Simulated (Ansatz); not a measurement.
System: sum formula BH₃S₃ (charge 0, singlet). 
Geometry from a B3LYP-D3(BJ)/def2-TZVP (Ansatz, a program for electronic structure) optimisation:
SMILES: SB(S)S
```xyz
7

S      1.3678    -1.1528    -0.2197
B     -0.0061     0.0105    -0.0032
S     -1.2405    -0.3290     1.2730
S      0.0074     1.4315    -1.1243
H      1.0136    -2.0175     0.7458
H     -2.0310     0.7403     1.0851
H     -1.1078     2.0304    -0.6788
```

Basis-set convergence of Hartree-Fock and CCSD correlation energies (hartree) with Ansatz. Correlated levels leave the core frozen unless marked. No spin-orbit coupling. No relativistic terms.

| basis | functions | E(HF) | E(corr, CCSD) |
|---|---|---|---|
| cc-pV(D+d)Z | 98 | -1219.13114 | -0.54468 |
| cc-pV(T+d)Z | 189 | -1219.17848 | -0.68593 |
| cc-pV(Q+d)Z | 337 | -1219.19032 | -0.73088 |
| cc-pV(5+d)Z | 556 | -1219.19253 | -0.74569 |

Extrapolating the two largest sets (X = 4 and 5) as X^-3: E(corr) = (125·(-0.74569) - 64·(-0.73088))/61 = -0.7612 Eh, an estimate of the basis-set limit. The largest set recovers 98.0 % of it, the smallest 71.6 %.
